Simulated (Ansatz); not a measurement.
Mulliken charges of `F[SiH2]S[SiH3]` from r2SCAN/def2-TZVPP in Ansatz (PBE0-D4/def2-TZVP geometry).

```tsv
atom	x (Å)	y (Å)	z (Å)	charge (e)
F1	-1.923	2.383	0.315	-0.314
Si2	-0.639	1.443	0.227	0.610
S3	-1.346	-0.510	-0.210	-0.314
Si4	0.556	-1.493	-0.229	0.321
H5	0.237	1.953	-0.853	-0.075
H6	0.057	1.482	1.534	-0.075
H7	1.232	-1.364	1.086	-0.052
H8	1.437	-0.922	-1.280	-0.052
H9	0.263	-2.915	-0.521	-0.048
```

Problem. By hand: the dipole of these point charges (1 e Å = 4.8032 D).

Solution. Σ q r = (0.642, -0.186, 0.016) e Å, of length 0.669 e Å = 3.21 D.

Problem. How does the dipole of the full density compare? (An estimate is asked.)

Solution. The calculation gave: (0.360, -0.150, 0.000) e Å, 1.87 D; the point charges give 1.72 times that, at 7° from its direction.

Point charges leave out the atoms' own dipoles, such as those of lone pairs, and Mulliken's split depends on the basis, so the two needn't agree.
